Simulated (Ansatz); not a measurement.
Relaxation of FH8NOSn (12 atoms, charge 0, multiplicity 1), to a largest force component of 0.03 eV/Å in at most 50 steps.

Method: RKS BHLYP-D4/def2-SVP (Ansatz 0.2.0).

```xyz
12
Properties=species:S:1:pos:R:3
Sn -1.221 0.811 0.852
N -0.211 -1.010 1.017
H -2.122 0.717 -0.582
H -2.282 0.956 2.194
H -0.056 2.038 0.913
H 1.506 0.677 -1.723
O 0.594 0.871 -1.958
H 1.751 -1.108 -0.182
F 2.434 -1.049 -0.780
H 0.070 -1.211 1.969
H -0.791 -1.784 0.720
H 0.327 0.092 -2.441
```

**Question.** Where does it end, and by what steps?

**Answer.** The forces met the threshold. After 16 steps the energy has fallen by 0.505 eV; F9 moved furthest, 0.81 Å.

| step | energy less start (eV) | largest force component (eV/Å) | accepted |
| --- | --- | --- | --- |
| 0 | 0.0000 | 1.169 | yes |
| 1 | -0.1987 | 0.683 | yes |
| 2 | -0.3653 | 0.462 | yes |
| 3 | -0.4412 | 0.363 | yes |
| 4 | -0.4179 | 1.649 | no |
| 5 | -0.4693 | 0.186 | yes |
| 6 | -0.4804 | 0.393 | yes |
| 7 | -0.4809 | 0.483 | yes |
| 8 | -0.4903 | 0.203 | yes |
| 9 | -0.4950 | 0.264 | yes |
| 10 | -0.4965 | 0.236 | yes |
| 11 | -0.5003 | 0.069 | yes |
| 12 | -0.5022 | 0.170 | yes |
| 13 | -0.5037 | 0.049 | yes |
| 14 | -0.5043 | 0.040 | yes |
| 15 | -0.5045 | 0.039 | yes |
| 16 | -0.5046 | 0.025 | yes |

```xyz
12
Properties=species:S:1:pos:R:3
Sn -1.017 0.845 0.697
N -0.040 -1.008 0.739
H -2.259 0.824 -0.459
H -1.733 0.889 2.263
H 0.117 2.094 0.584
H 1.232 0.242 -1.369
O 0.376 0.532 -1.715
H 1.424 -0.782 0.282
F 2.252 -0.536 -0.180
H -0.161 -1.481 1.626
H -0.410 -1.624 0.026
H 0.219 0.004 -2.494
```

Whether the end is a true minimum wasn't checked by a vibrational analysis.

The run took 70 s on 2 threads of Intel(R) Xeon(R) Platinum 8259CL CPU @ 2.50GHz (Skylake/Cascade Lake), with other jobs on the host, peak memory 0.27 GiB.
